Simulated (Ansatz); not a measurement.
Coupled-cluster diagnostics for Si₅Te₃, Ansatz.

Geometry of the singlet (PBE-D4/def2-SVP):

```xyz
8

Si   -0.502    0.846    0.075
Si   -1.865   -0.623   -1.196
Si    0.187   -0.467   -2.541
Si   -0.384   -0.302    2.307
Si    1.521   -0.604    0.845
Te   -0.881    2.227    2.162
Te    0.122   -2.398   -0.654
Te    1.802    1.321   -0.998
```

In the def2 sets Te takes a core potential; there is no spin–orbit coupling. Correlated methods freeze 37 core orbitals; core or outer-core shells of Te are correlated, in sets that lack core-valence functions. Another isomer (singlet) lies 0.74 eV lower at PBE0-D4/def2-TZVP; other spin states weren't run for this one.

(1) Estimate the CCSD(T) correlation energy, the shares of MP2 and (T), T1 and the reference's ⟨S²⟩ for: charge 0, singlet, own geometry in def2-SVP; and the rough time on 4 threads of Arm Neoverse V1 on a shared host.

Results:

(1) 
```tsv
state	basis	correlation (eV)	MP2 share (%)	(T) share (%)	T1	⟨S²⟩ (pure)	wall time	remarks
charge 0, singlet, own geometry	def2-SVP	-25.004	90.7	6.6	0.022	0.00 (0.00)	1.7 min	large T1, restricted SCF unstable
```
Customary marks for T1 are 0.02 (closed shells), 0.045 (open shells) and about 0.05 (3d metals). T1 exceeds 0.02 in 1 of 1 rows and 0.045 in 0; the higher it lies, the less the single-reference result can be trusted.
